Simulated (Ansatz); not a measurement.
A search over several starts for the lowest SCF solution of Hg2O2 at the given spin, in a small basis.

```yaml
crystal:
  periodic: [false, false, false]
  atoms:
    - {symbol: Hg, position_ang: [-1.845614, 0.162996, -0.969755]}
    - {symbol: Hg, position_ang: [1.845672, -0.163140, 0.969564]}
    - {symbol: O, position_ang: [0.373867, 0.145121, -0.687578]}
    - {symbol: O, position_ang: [-0.373925, -0.144977, 0.687769]}
basis:
  gaussian: {orbitals: def2-SVP}
magnetization: {spin_polarized: true, initial_magnetization: 0}
hamiltonian: {xc: pbe0, dispersion: d4}
output: {orbitals: {seedname: orbitals}}
```

```sh
$ ansatz run in.yaml --threads 4 --pin off --events-out ev --progress --plain --max-ram 3916MiB
```

Shortened log:

```
Functional definition: PBE0
908 factors; integrals over basis functions are off by at most 9.1e-4 eV
mean field evaluation 1: about -12428.4431 eV, gradient 3.3e1 eV
mean field evaluation 2: about -12374.3481 eV, gradient 1.1e2 eV
mean field evaluation 4: about -12433.0866 eV, gradient 4.3e0 eV
mean field evaluation 8: about -12433.3576 eV, gradient 7.5e-1 eV
mean field evaluation 16: about -12433.3597 eV, gradient 9.8e-5 eV
mean field evaluation 32: about -12433.4673 eV, gradient 2.8e0 eV
mean field evaluation 64: about -12433.5482 eV, gradient 3.3e-3 eV
mean field evaluation 96: about -12433.3404 eV, gradient 1.4e0 eV
mean field -12433.54821085 eV, -456.9244689869 hartree, gradient 1.9e-5 eV, S^2 0.631813; 11 other end points of the search recorded, 0 dependent functions left out
reference -12433.54823816 eV, -456.9244699907 hartree; 28, 28 occupied and 64, 64 virtual orbitals, 908 factors
Total energy: -12433.64701972 eV, -456.9281001460 hartree
```

Run time 3.9 s (4 threads of AMD EPYC 9R45 on a shared host).

Other converged states that the search met: 0.19 eV higher (⟨S²⟩ = 0.00).

In the def2 sets Hg takes a core potential; there is no spin–orbit coupling. The unrestricted singlet has broken spin symmetry (⟨S²⟩ up to 0.63). At PBE0-D4/def2-TZVP a triplet of charge 0 lies 3.84 eV below the unrestricted singlet, which stands at the restricted singlet's geometry. The structure comes from a short search, and lower isomers may exist.
